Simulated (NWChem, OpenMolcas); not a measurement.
A ladder of methods for SnCl2 (SMILES [Cl][Sn][Cl])

The species is SnCl2 (3 atoms), meant as a singlet with charge 0. SMILES: `[Cl][Sn][Cl]`. The shape is that of a PBE0-D4/def2-TZVP optimisation.

```xyz
3

Cl    1.1542    1.2207    0.7560
Sn   -0.7969    0.5189   -0.3766
Cl   -0.3682   -1.8045   -0.3926
```

Quantity: the vertical energy of the triplet above the singlet, in eV. The values are calculated.

```csv
level,kind,program,value (eV),less CCSD(T)/def2-SVP,CPU time (all runs)
HF/def2-SVP (core potential),Hartree–Fock,OpenMolcas,2.27,-0.46,15 s
SVWN5/def2-SVP (core potential),LDA,OpenMolcas,3.04,+0.31,33 s
BLYP/def2-SVP (core potential),GGA,OpenMolcas,2.99,+0.26,43 s
PBE/def2-SVP (core potential),GGA,OpenMolcas,2.91,+0.18,43 s
r2SCAN/def2-SVP (core potential),meta-GGA,OpenMolcas,2.81,+0.08,56 s
B3LYP/def2-SVP (core potential),global hybrid,NWChem,2.98,+0.25,32 s
BHLYP/def2-SVP (core potential),global hybrid,OpenMolcas,2.91,+0.18,42 s
CCSD(T)/def2-SVP (core potential),coupled cluster or CI,NWChem,2.73,0.00,99 s
```

CCSD(T)/def2-SVP (core potential) is the highest level here, not the true value. Spin-orbit coupling, which can split open shells on such heavy atoms by tenths of an eV, is left out. The values span 2.27 to 3.04 eV. In the correlated wave-function rows the outer d shell of Sn is correlated, in sets not made for it. CPU times are rough (shared hosts, several kinds of processor): they show what a rung costs within a factor of a few.
